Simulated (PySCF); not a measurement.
A structure optimised at r2SCAN-D4/def2-SVP, used in a PySCF frequency run:

```xyz
5

Bi     0.0119     0.2711     0.0000
F      0.8506    -0.8541     1.4707
F      0.8506    -0.8541    -1.4707
O     -1.8229    -0.6844     0.0000
H     -1.7139    -1.6494     0.0000
```

Question: Write its SMILES, formula and point group.

Answer: [OH][Bi]([F])[F], BiF₂HO, Cs

Question: What are its rotational constants (standard atomic weights)?

Answer: 3.7604, 3.7055, 3.0380 GHz
